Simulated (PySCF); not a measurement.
Molecule: CH$_{7}$BN$_{2}$O, net charge 0, singlet state. 
Structure (B3LYP-D3(BJ)/def2-TZVP (Ansatz) minimum search):
```
B
O 1 1.3837
C 2 1.4096 1 121.46
H 3 1.0897 2 107.98 1 -180.00
H 3 1.0959 4 108.29 2 121.12
H 3 1.0959 4 108.29 5 117.76
N 1 1.4196 2 116.15 3 -180.00
H 7 1.0026 1 124.45 2 -180.00
H 7 1.0038 8 114.49 1 -180.00
N 1 1.4235 2 121.89 3 0.00
H 10 1.0029 1 123.58 2 0.00
H 10 1.0036 11 113.45 1 -180.00
```
Charge 0, spin multiplicity 1.

Dispersion corrections to the total energy (kcal/mol) from the dftd3 and dftd4 libraries through PySCF: D3(BJ) without and D4 with the three-body term, each with the damping fitted for the functional named.

| functional | D3(BJ) | D4 |
|---|---|---|
| B2PLYP | -3.47 | -3.13 |
| CAM-B3LYP | -3.39 | -3.72 |
| PBE | (withheld) | -4.49 |
| BHLYP | (withheld) | -4.87 |
| PW6B95 | -2.11 | -3.86 |
| PBE0 | -3.93 | -3.75 |
| B2GP-PLYP | (withheld) | -1.86 |

Task: Complete the blanks.

Result: 
- PBE, D3(BJ): -4.66
- BHLYP, D3(BJ): -5.87
- B2GP-PLYP, D3(BJ): -2.46
